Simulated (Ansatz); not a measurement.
Diatomic RuO+, multiplicity 6 (an upper state: multiplicity 4 came lower at CCSD(T)/def2-TZVPP on PBE0 minima). No spin–orbit coupling. The T1 diagnostic near the minimum is 0.062, so single-reference values are doubtful.

The constants come from a fifth-degree fit in 1/R (seven points, main isotopes). In def2 and cc sets the state is the lowest found near the PBE0 minimum, followed along R.

Correlated levels freeze the inner cores; with def2 sets outer-core shells near the valence are correlated too.

Codes used: Ansatz (Gaussian basis) for Hartree–Fock, density functionals and correlated methods. Values without a source in brackets are computed. In def2 rows elements past Kr take small-core potentials, without spin–orbit coupling.

What bond length and harmonic frequency does PBE/def2-TZVPP give?

r_e = 1.738 Å, ω_e = 832 cm⁻¹.

What bond length and harmonic frequency does PBE0/def2-TZVPP give?

r_e = 1.723 Å, ω_e = 843 cm⁻¹.

What bond length and harmonic frequency does CCSD(T)/def2-TZVPP give?

r_e = 1.748 Å, ω_e = 791 cm⁻¹.

Doubts at one or more of the structures used: T1 above 0.05 (CCSD(T)/def2-TZVPP).

Ansatz is a program for electronic structure.
